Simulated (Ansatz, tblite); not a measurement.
Cost and result up the ladder for MoS₂Cl₂ (5 atoms). Total charge 0; singlet. Geometry: B3LYP-D4/def2-SVP.

Cartesian coordinates in Å:
```
Mo 0.003 0.003 0.001
S 0.281 0.991 1.839
S 1.424 0.752 -1.360
Cl -2.071 0.464 -0.775
Cl 0.364 -2.210 0.295
```

Ansatz on 4 threads of AMD EPYC 9B45 on a shared host; xTB runs through tblite on one thread. Times are rough, summed over both states, and most runs start from the orbitals of an earlier one. No level here is sound enough to serve as a yardstick. The other state is a triplet.

In the def2 sets Mo takes a core potential; there is no spin–orbit coupling. The xTB rows come from tblite.

xTB has no spin-polarisation term.

```
                          level  functions  vertical triplet (eV)                                  remarks
PBE0-D4/def2-TZVP (with forces)        188                   1.65  restricted SCF unstable in HF (singlet)
               PBE-D4/def2-TZVP        188                   1.93                                        –
                       GFN1-xTB         45                   2.78                                        –
                       GFN2-xTB         45                   2.24                                        –
            r2SCAN-D4/def2-TZVP        188                   1.84  restricted SCF unstable in HF (singlet)
```

**Question.** Estimate how long each takes.

**Answer.** GFN1-xTB 0.01 s; GFN2-xTB 0.013 s; PBE-D4/def2-TZVP 2.4 s; PBE0-D4/def2-TZVP (with forces) 7.7 s; r2SCAN-D4/def2-TZVP 8.7 s. On shared hardware such times vary by a factor of up to 3.
